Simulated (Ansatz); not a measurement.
CrH, multiplicity 6 (the spin of the measured ground state), most abundant isotopes (51.9405 and 1.0078 u). Constants from fifth-degree fits in 1/R to seven points on the lowest solution found; no spin–orbit coupling, no relativity up to Kr; ω_e x_e and α_e move by some per cent with the fit.

Correlated levels freeze the inner cores; with def2 sets outer-core shells near the valence are correlated too.

Programs: Ansatz (a first-principles code). Each number belongs to the level named beside it.

Total energies (hartree; each atom in its lowest state at that level) and vibrational constants (cm⁻¹):

```csv
level,E(CrH) at r_e,E(Cr),E(H),ω_e,ω_e x_e
PBE/def2-TZVPP,-1044.781547,-1044.198565,-0.499616,1631,29
B3LYP/def2-TZVPP,-1045.039408,-1044.450013,-0.502154,1633,28
wB97M-V/def2-TZVPP,-1044.935334,-1044.356375,-0.494111,1637,26
CCSD(T)/def2-QZVPP,-1044.386126,-1043.803187,-0.499983,1805,38
```

**Question.** Work out D_e and D₀ in eV.

**Answer.** 
D_e = E(Cr) + E(H) − E(molecule), times 27.2114 eV; D₀ = D_e − (ω_e/2 − ω_e x_e/4)/8065.54.
- PBE/def2-TZVPP: D_e = 2.269, zero point 0.100, D₀ = 2.168 eV
- B3LYP/def2-TZVPP: D_e = 2.374, zero point 0.100, D₀ = 2.274 eV
- wB97M-V/def2-TZVPP: D_e = 2.309, zero point 0.101, D₀ = 2.208 eV
- CCSD(T)/def2-QZVPP: D_e = 2.257, zero point 0.111, D₀ = 2.147 eV
No counterpoise correction is made.

Doubts at one or more of the structures used: T1 above 0.05 (CCSD(T)/def2-QZVPP).
